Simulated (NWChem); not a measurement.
System: CH₄Cl₂SSi; SMILES CS[SiH](Cl)Cl

```xyz
9

Si     0.0216    -0.3434     0.4612
Cl     1.9461    -0.3753    -0.2867
Cl    -0.9665    -2.0596    -0.0722
S     -1.0915     1.2563    -0.3630
C     -0.0238     2.6554     0.1230
H      0.1497    -0.2898     1.9383
H     -0.4755     3.5517    -0.3221
H      0.0082     2.7794     1.2144
H      0.9922     2.5301    -0.2756
```
Atoms are numbered in this order, from 1.

Level: PBE0/def2-SVP (NWChem), optimised geometry, unscaled harmonic frequencies. 

```
frequency (cm⁻¹)  IR intensity (km/mol)
----------------  ---------------------
55                                  1.6
112                                 0.7
121                                 0.9
163                                 2.6
225                                 2.3
239                                 5.6
488                                26.6
588                               105.0
605                               113.7
723                                 5.7
777                               192.6
820                               123.0
966                                 3.8
976                                 8.6
1332                                2.4
1447                               11.6
1454                               12.3
2278                               84.1
3072                               13.1
3188                                1.3
3197                                0.4
```

| Property | Value |
|---|---|
| zero-point energy | 32.6 kcal/mol |
| thermal correction to the enthalpy at 298.15 K (with zero-point energy) | 38.0 kcal/mol |
| heat capacity Cv | 23.9 cal/(mol K) |
| entropy at 298.15 K and 1 atm (symmetry number 1) | 89.5 cal/(mol K) |
| dipole moment | 2.36 D |

Rigid rotor and harmonic oscillator; modes under 100 cm⁻¹ make the entropy uncertain.
